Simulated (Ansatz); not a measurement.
```yaml
atoms:
  - { symbol: C, position_ang: [0.6700, 0.7850, 0.0000] }
  - { symbol: C, position_ang: [-0.6700, 0.7850, 0.0000] }
  - { symbol: C, position_ang: [-0.6700, -0.7850, 0.0000] }
  - { symbol: C, position_ang: [0.6700, -0.7850, 0.0000] }
  - { symbol: H, position_ang: [1.4407, 1.5557, 0.0000] }
  - { symbol: H, position_ang: [-1.4407, 1.5557, 0.0000] }
  - { symbol: H, position_ang: [-1.4407, -1.5557, 0.0000] }
  - { symbol: H, position_ang: [1.4407, -1.5557, 0.0000] }
```

Basis set: 6-31G* (spherical functions). Correlated methods keep 4 orbitals frozen. Charge 0, multiplicity 1.

Computed with Ansatz (development build ahead of 0.2.0); each method stands on the lowest determinant of its kind that the runs found. Restricted open shells among the atoms or ions are ROHF, correlated in semicanonical orbitals with singles.

The atomization energy at this shape (free ground-state atoms in the same class of orbitals less the molecule, no zero-point energy) of singlet C4H4:

```
method  atomization energy
   RHF            25.52 eV
```

**Question.** What does RHF-MP2 give?

**Answer.** 33.25 eV.
